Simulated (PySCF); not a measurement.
Input file for PySCF: R-B3LYP/LANL2DZ on CH4SeTe (SMILES C[Te][SeH]), a point of a torsion scan.

```python
from pyscf import gto, scf, dft, mp
from pyscf.data.elements import chemcore

mol = gto.M(
    atom='''
    C    -0.98730417   -0.21418872    0.00007378
    Te    0.06321809    1.66573336   -0.22833828
    Se    2.33012137    0.69626468    0.16320326
    H    -0.71922894   -0.89185066   -0.80057209
    H    -2.04598169   -0.00015255   -0.04647587
    H    -0.74969003   -0.66388889    0.95550138
    H     2.35396403   -0.24288626   -0.93761840
    ''',
    basis='lanl2dz',
    ecp={'Se': 'lanl2dz', 'Te': 'lanl2dz'},
    charge=0, spin=0, verbose=3, max_memory=1800)
mf = dft.RKS(mol, xc='b3lyp')
mf.conv_tol = 1e-8
mf.max_cycle = 100
mf.kernel()
if not mf.converged:
    mf = mf.newton().run(mf.mo_coeff, mf.mo_occ)
```

Program output:

```
converged SCF energy = -57.7739874890512
```

The run converged.

Cost: roughly 5 core-seconds.
